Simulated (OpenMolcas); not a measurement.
# Ni3+ in a point-charge field

Ni3+ among 2 point charges of -2 e arranged as a linear pair (D∞h), 2.13 Å from the ion.
```
   0.0000    0.0000    2.1300  -2.00
   0.0000    0.0000   -2.1300  -2.00
```

```json
{
 "Program": "OpenMolcas 26.06",
 "Method": "SS-CASPT2, IPEA 0.25 Eh, imaginary shift 0.1 Eh (closed shells correlated: 3s 3p)",
 "Basis": "ANO-RCC-VDZP [5s4p2d1f]",
 "Scalar Hamiltonian": "DKH2, point nucleus",
 "Active space": "7 electrons in 5 orbitals (3d)",
 "State averaging": "2S+1 = 4 even, 10 roots; 2S+1 = 2 even, 40 roots",
 "Spin-orbit coupling": "state interaction with AMFI integrals over the reference wave functions"
}
```

The lowest spin-free states (labels by Λ), above the lowest:

| State | Degeneracy | E (cm-1) | Free-ion L (%) |
| --- | --- | --- | --- |
| 4Φ | 2 | 0 | F (100) |
| 4Σ | 1 | 1900 | F (91) |
| 4Π | 2 | 2820 | F (97) |
| 4Δ | 2 | 4020 | F (100) |
| 4Σ | 1 | 16600 | P (91) |
| 2Π | 2 | 20580 | G (94) |
| 2Σ | 1 | 20780 | G (99) |
| 2Δ | 2 | 21100 | G (90) |
| 2Φ | 2 | 21750 | G (94) |
| 2Π | 2 | 23240 | P (71) |
| 2Γ | 2 | 23740 | G (97) |
| 2Σ | 1 | 24500 | H (95) |
| 2Π | 2 | 24860 | H (85) |
| 4Π | 2 | 25770 | P (97) |
| 2Δ | 2 | 26210 | H (85) |
| 2Σ | 1 | 26990 | P (98) |
| 2Δ | 2 | 27480 | D (86) |
| 2Φ | 2 | 28890 | H (93) |
| 2Σ | 1 | 31460 | D (100) |
| 2Π | 2 | 31720 | D (74) |

The lowest levels with spin-orbit coupling:

| E (cm-1) | Degeneracy | 2S+1 | g |
| --- | --- | --- | --- |
| 0 | 2 | 4 | 0.00 0.00 12.00 |
| 710 | 2 | 4 | 0.00 0.00 8.05 |
| 1430 | 2 | 4 | 0.00 0.00 4.10 |
| 2180 | 2 | 4 | 0.00 0.00 0.39 |
| 2310 | 2 | 4 | 1.76 6.40 6.40 |
| 2560 | 2 | 4 | 0.00 0.00 4.96 |
| 3330 | 2 | 4 | 0.00 0.00 7.66 |
| 4030 | 2 | 4 | 0.00 0.00 4.33 |
| 4110 | 2 | 4 | 1.22 4.78 4.78 |
| 4510 | 2 | 4 | 0.00 0.00 9.95 |
| 4830 | 2 | 4 | 2.70 2.70 2.74 |
| 5340 | 2 | 4 | 0.00 0.00 6.24 |
| 5870 | 2 | 4 | 0.00 0.00 2.32 |
| 6190 | 2 | 4 | 0.29 0.29 1.72 |
| 17610 | 2 | 4 | 0.00 0.00 5.95 |
| 17700 | 2 | 4 | 1.98 4.05 4.05 |
| 21180 | 2 | 2 | 0.00 0.00 3.80 |
| 21410 | 2 | 2 | 1.18 5.34 5.34 |
| 21670 | 2 | 2 | 0.00 0.00 5.94 |
| 22330 | 2 | 2 | 0.00 0.00 7.99 |

Powder χT (cm3 K/mol): 4.51 at 2 K, 4.52 at 10 K, 4.6 at 50 K, 4.69 at 100 K, 4.86 at 200 K, 4.96 at 300 K. The effective moment at 300 K is 2.828 √(χT) = 6.30 μB.

The lowest level has 2S+1 = 4, for which the spin-only value is χT = S(S+1) / 2 = 1.875 cm3 K/mol (g = 2). The computed 4.961 at 300 K differs by +3.086, through orbital momentum, spin-orbit coupling and any other state in reach.

Roots that are degenerate in the reference are averaged as groups; the widest CASPT2 spread within a group is 11 cm-1 (the 2-fold group of multiplicity 2 near 32600 cm-1 above the lowest state of its run). Shifts and gaps below about the spread of the groups concerned are not significant. Point charges give a weaker field than real ligands, and real ions of this kind are often low spin; the high spin found here belongs to the model. The ground term spreads over less than 5000 cm-1, several times less than with real ligands, so orbital moments are less quenched and χT lies further from the spin-only value than at real sites. Free-ion shares, where given, are those of the reference states; single-state CASPT2 does not remix them. Point charges carry no covalency, so the field is a model and not that of real ligands. No measured value stands beside these numbers.

The CASPT2 steps took 3.1 s on 1 thread of AMD EPYC 9R14 (Zen 4) (shared host); the integral step is not counted.
